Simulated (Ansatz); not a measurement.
Sn(GeH3)H3 (SnGeH6). Charge 0, multiplicity 1. Geometry r2SCAN-D4/def2-TZVP, basis def2-TZVP, Ansatz.

```xyz
8

Sn    1.1264   -0.5949    0.0101
Ge   -1.1651    0.6153   -0.0111
H    -1.4222    1.2719   -1.3739
H    -1.2066    1.7088    1.0645
H    -2.3032   -0.3755    0.2674
H     2.3807    0.4888   -0.3956
H     1.1375   -1.8755   -1.1179
H     1.4525   -1.2389    1.5566
```

| run | HOMO (eV) | LUMO (eV) |
| --- | --- | --- |
| A | -6.77 | -0.97 |
| B | -10.12 | 1.67 |
| C | -10.30 | 2.46 |
| D | -9.16 | 0.67 |
| E | -7.56 | -0.34 |
| F | -8.86 | 0.58 |

In the def2 sets Sn takes a core potential; there is no spin–orbit coupling.

Q: The runs used BHLYP, BLYP, CAM-B3LYP, HF, r2SCANh, ωB97X-V. Estimate which is which.

A: A BLYP (0 % exact exchange); B ωB97X-V (range-separated); C HF (100 % exact exchange); D CAM-B3LYP (range-separated); E r2SCANh (10 % exact exchange); F BHLYP (50 % exact exchange). Exact exchange lowers occupied and raises empty levels; among semilocal functionals meta-GGAs tend to open the gap a little, and such runs are hard to tell apart. The gap grows from 5.80 eV (BLYP) to 12.77 eV (HF).
